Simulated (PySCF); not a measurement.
# Cadmium: a sound run and one with changed settings

Sound run: Cd²⁺ [Kr] 4d10, Cd³⁺ [Kr] 4d9. Computed with PySCF 2.14 in cc-pVDZ-PP with ECP28MDF (4s4p3d1f, 38 functions), with a scalar-relativistic core potential. In the sound run the correlated levels freeze 4s2 4p6 outside the core potential. The sound run starts from symmetry-adapted Hartree-Fock orbitals and uses a fine grid where one is needed.

Changed run: initial guess 1e, at most 50 SCF cycles.

| species | method | sound run (hartree) | changed run (hartree) | converged |
| --- | --- | --- | --- | --- |
| Cd²⁺ | UHF | -165.99614 | -165.99614 | yes |
| Cd²⁺ | LDA | -166.44455 | -166.44455 | yes |
| Cd²⁺ | TPSS | -166.70678 | -166.70678 | yes |
| Cd²⁺ | MP2 | -166.25912 | -166.25912 | yes |
| Cd³⁺ | UHF | -164.67489 | -164.67487 | yes |
| Cd³⁺ | LDA | -165.04783 | -165.04381 | no |
| Cd³⁺ | TPSS | -165.33609 | -165.33695 | yes |
| Cd³⁺ | MP2 | -164.88375 | -164.88375 | yes |

Ionisation energy of Cd²⁺:

| method | sound run (eV) | changed run (eV) |
| --- | --- | --- |
| UHF | 35.953 | 35.954 |
| TPSS | 37.298 | 37.275 |
| MP2 | 37.426 | 37.426 |
| SCS-MP2 | 37.259 | 37.258 |

Where the changed run lies lower, it found another determinant of the same configuration, with other orbitals of the open shell filled.

For comparison, NIST gives 37.468 ± 0.006 eV between the lowest levels.
